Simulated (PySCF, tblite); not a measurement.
Isomers of C6H11F2NSi, one GFN2-xTB conformer each. Single-point energies are computed at PBE0/pcSseg-1 (PySCF, gas phase, no added dispersion term), electronic only.

Question: Rank them by PBE0/pcSseg-1 energy, lowest first (kcal/mol).
A. `[CH2:1]=[N:2][SiH2:3][C@H:4]1[CH2:5][C@H:6]([CH:7]([F:8])[F:9])[CH2:10]1` with C1–N2–Si3–C4 121°, N2–Si3–C4–C5 62°, C5–C6–C7–F8 -176°, Si3–C4–C5–C6 103°, C4–C5–C6–C7 133°, C5–C6–C10–C4 -13°, Si3–C4–C10–C6 -103°
B. `[F:1][C@@H:2]1[CH2:3][CH2:4][NH:5][Si@@H:6]1[C@@H:7]1[CH2:8][C@@H:9]1[F:10]` with N5–Si6–C7–C8 128°, F1–C2–C3–C4 -80°, C2–C3–C4–N5 -38°, C3–C4–N5–Si6 20°, C4–N5–Si6–C7 118°

Answer: B (0.0), A (15.1).

As drawn, the lower has a three-membered ring and an N–H bond, which the higher lacks; the higher has a four-membered ring, a C=N bond and two fluorines on one carbon, which the lower lacks. GFN2-xTB itself gives, in the same order: 0.0, 12.5. Both levels put the same isomer lowest.

Which frontier levels, dipoles and rotational constants go with these structures?

```json
{"SMILES": "F[C@@H]1CCN[Si@@H]1[C@@H]1C[C@@H]1F", "HOMO (eV, PBE0/pcSseg-1)": "-6.56", "LUMO (eV)": "1.01", "dipole (D)": "0.11", "A, B, C (MHz)": "2120, 754.6, 626.4"}
{"SMILES": "C=N[SiH2][C@H]1C[C@H](C(F)F)C1", "HOMO (eV, PBE0/pcSseg-1)": "-7.07", "LUMO (eV)": "-0.88", "dipole (D)": "2.88", "A, B, C (MHz)": "3381, 451.5, 433.3"}
```

What happens when harmonic zero-point energies from GFN2-xTB frequencies are added?

```csv
SMILES,ZPE (kcal/mol),electronic (kcal/mol),with ZPE (kcal/mol)
F[C@@H]1CCN[Si@@H]1[C@@H]1C[C@@H]1F,101.9,0.0,0.0
C=N[SiH2][C@H]1C[C@H](C(F)F)C1,98.9,15.1,12.1
```

The zero-point energies span 3.0 kcal/mol. The order is unchanged.
